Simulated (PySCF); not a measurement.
CH6F2Si2, singlet, geometry from GFN2-xTB. Base run: PBE/6-31G, polarisability (PySCF).

The PySCF input:
```python
from pyscf import gto, scf, dft
from pyscf.prop import polarizability

mol = gto.Mole()
mol.atom = '''
    Si    0.962748    0.152010   -0.431771
    F     1.727673   -0.231861    0.928753
    F     0.875463    1.746891   -0.252611
    Si   -1.137980   -0.780882   -0.479695
    C    -2.158595   -0.279997    1.044471
    H     1.974882   -0.023909   -1.456418
    H    -1.853073   -0.355625   -1.693323
    H    -1.040498   -2.248248   -0.527309
    H    -2.273613    0.799806    1.101976
    H    -3.153558   -0.716701    1.020086
    H    -1.677540   -0.606410    1.963402
'''
mol.basis = '6-31g'
mol.charge = 0
mol.spin = 0
mol.verbose = 3
mol.build()

mf = dft.RKS(mol)
mf.xc = 'pbe'
mf.kernel()
alpha = mf.Polarizability().polarizability()[2, 2]
print('alpha_zz =', alpha)
```

Variants of this job, named by their change:

```tsv
change	alpha_zz (bohr³)	basis functions	core-seconds (rough)
base	51.51	65	9
finite field (a.u.) = 0.001; conv_tol = 1e-6	51.18	65	7
finite field (a.u.) = 2e-4; conv_tol = 1e-11	51.51	65	9
functional = lda,vwn	51.98	65	6
basis = def2-SVP	[?]	108	20
functional = camb3lyp	49.46	65	20
basis = STO-3G	[?]	[?]	5
basis = 6-31+G*	61.10	110	20
basis = 6-31G*	52.74	90	10
finite field (a.u.) = 2e-4; conv_tol = 1e-6	52.21	65	7
finite field (a.u.) = 0.02; conv_tol = 1e-11	51.60	65	10
basis = cc-pVDZ	57.01	108	20
```

Problem. Some entries are withheld; supply them.

Solution. 
- basis = def2-SVP, alpha_zz (bohr³): 56.32
- basis = STO-3G, alpha_zz (bohr³): 27.22
- basis = STO-3G, basis functions: 39

Finite-field rows take the second difference of the energy in a field along z; a small field with loose convergence shows SCF noise divided by the square of the field, and a large one adds hyperpolarisability.
